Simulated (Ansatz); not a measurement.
Ideal-gas functions of CH₅FGeSe, SMILES `[CH3][GeH]([F])[SeH]` at 400 K and 1 bar, from an Ansatz frequency run at PBE0-D4/def2-TZVP.

Molar mass 187.62 g/mol, point group C1 (symmetry number 1), electronic degeneracy 1, moments of inertia 97.972, 340.217, 394.298 u Å². Harmonic wavenumbers (cm⁻¹, unscaled): 115, 130, 164, 171, 199, 296, 577, 620, 677, 702, 746, 817, 849, 1264, 1447, 1449, 2169, 2443, 3068, 3165, 3168.

Use S(trans) = R[1.5 ln M + 2.5 ln T − 1.1517]; rotational temperatures θ = 24.2544 K / I; S(rot) = R[ln(√π/σ · √(T³/θAθBθC)) + 1.5]; for each mode x = 1.438777 ν̃/T, S = R[x/(eˣ − 1) − ln(1 − e⁻ˣ)] and H = RT x/(eˣ − 1); 1 cm⁻¹ = 0.0119627 kJ/mol; R = 8.31446 J/(mol·K).

Q: By hand: the entropy, in J/(mol·K).

A: Translation 180.2. Rotation: θ = 0.2476, 0.0713, 0.0615 K, giving 120.3. Vibration, mode by mode: 15.71, 14.71, 12.82, 12.49, 11.27, 8.18, 3.59, 3.18, 2.71, 2.52, 2.22, 1.82, 1.66, 0.49, 0.28, 0.28, 0.03, 0.01, 0.00, 0.00, 0.00, in all 94.0. Electronic 0.0. Sum 394.5 J/(mol·K).

Q: By hand: H − E and G − E in kJ/mol, counted from the electronic energy.

A: Zero-point energy ½ × 24236 × 0.0119627 = 145.0; thermal vibration 19.7; translation, rotation and pV give 4 RT = 13.3. H − E = 178.0 kJ/mol, and G − E = 178.0 − 400 × 394.5/1000 = 20.2 kJ/mol.

Vibration gives 24 % of the entropy, 30.4 J/(mol·K) of it from the modes under 150 cm⁻¹: soft modes count most, and the harmonic formula is weakest for them. The sum counts one conformer and one mirror image; others add a mixing term.
